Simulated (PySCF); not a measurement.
oxetane-3-carbonitrile (C4H5NO), SMILES O1CC(C#N)C1. Atoms are numbered in the order given.

```xyz
11

N      2.6055     0.3048     0.0000
C      1.5125    -0.0928     0.0000
C      0.1361    -0.5611     0.0000
C     -0.8559     0.0371    -1.0313
O     -1.8166     0.2999     0.0000
C     -0.8559     0.0371     1.0313
H      0.1225    -1.6609     0.0000
H     -1.2355    -0.6570    -1.7974
H     -0.4891     0.9602    -1.5136
H     -1.2355    -0.6570     1.7974
H     -0.4891     0.9602     1.5136
```
Charge 0, spin multiplicity 1.

Coordinates come from a TPSSh-D3(BJ)/def2-SVP optimisation.

Level of theory: TDA-PBE0/def2-SVPD in PySCF 2.14.0.

Vertical excitations. The molecule is in vacuum. State labels are in the subgroup Cs.

Problem. List the lowest excited states. (Estimate from the structure and the level; the computed values follow.)

Solution. 
| state | symmetry | energy (eV) | λ (nm) | f | main pairs |
|---|---|---|---|---|---|
| S1 | A" | 6.80 | 182 | 0.000 | HOMO→LUMO 99 % |
| S2 | A' | 6.83 | 181 | 0.001 | HOMO→LUMO+1 86 % |
| S3 | A' | 7.24 | 171 | 0.007 | HOMO→LUMO+2 83 % |
| S4 | A" | 7.36 | 168 | 0.000 | HOMO−1→LUMO 67 %, HOMO−2→LUMO+1 15 % |
| S5 | A' | 7.69 | 161 | 0.011 | HOMO−2→LUMO 47 %, HOMO−1→LUMO+1 35 % |
| S6 | A" | 7.72 | 161 | 0.008 | HOMO−2→LUMO+1 61 %, HOMO−1→LUMO 20 % |
| S7 | A' | 7.87 | 158 | 0.020 | HOMO→LUMO+3 90 % |
| S8 | A' | 8.22 | 151 | 0.008 | HOMO→LUMO+4 97 % |
| S9 | A" | 8.44 | 147 | 0.000 | HOMO→LUMO+5 99 % |
| S10 | A' | 8.60 | 144 | 0.019 | HOMO−1→LUMO+2 67 %, HOMO−1→LUMO+1 25 % |
| T1 | A' | 6.00 | 207 | 0 | HOMO−2→LUMO 52 %, HOMO−1→LUMO+1 14 % |
| T2 | A' | 6.53 | 190 | 0 | HOMO→LUMO+1 45 %, HOMO→LUMO+2 26 %, HOMO−2→LUMO 7 % |
| T3 | A" | 6.55 | 189 | 0 | HOMO−1→LUMO 41 %, HOMO−2→LUMO+1 17 %, HOMO→LUMO 16 % |
| T4 | A' | 6.62 | 187 | 0 | HOMO−1→LUMO+1 28 %, HOMO−2→LUMO 20 %, HOMO→LUMO+2 9 %, HOMO−1→LUMO+3 6 % |
Triplets are in the Tamm–Dancoff approximation.
